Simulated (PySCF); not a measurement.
From one molecule to another.

First species: C6H9OPS.
SMILES: `OCP1(=S)C=CCC=C1`

Second species: C₆H₉FO.
SMILES: `O[C@@H]1[C@H]2CCC[C@@]12F`

Levels: PBE0/pcSseg-1 for HOMO energy, LUMO energy and HOMO–LUMO gap. Geometries: GFN2-xTB. Each species is one conformer at its optimised geometry, gas phase, non-relativistic unless stated; the electronic structure was computed with PySCF and density fitting.

Dipoles, sizes and rotational constants follow the conformer. The torsions of the flexible species, by atom-mapped SMILES:
- `[OH:1][CH2:2][P:3]1(=[S:4])[CH:5]=[CH:6][CH2:7][CH:8]=[CH:9]1`: O1–C2–P3–S4 -49°, H–O1–C2–P3 47°

The conformers of `O[C@@H]1[C@H]2CCC[C@@]12F` aren't listed.

Values for the first species:

- HOMO energy: -6.53 eV
- LUMO energy: -0.93 eV
- HOMO–LUMO gap: 5.60 eV

(1) Estimate the same properties for the second species, and the change in each.

## Answers

(1) 
| property | first | second | second less first |
| --- | --- | --- | --- |
| HOMO energy | -6.53 eV | -7.07 eV | -0.54 eV |
| LUMO energy | -0.93 eV | 1.28 eV | +2.21 eV |
| HOMO–LUMO gap | 5.60 eV | 8.35 eV | +2.75 eV |

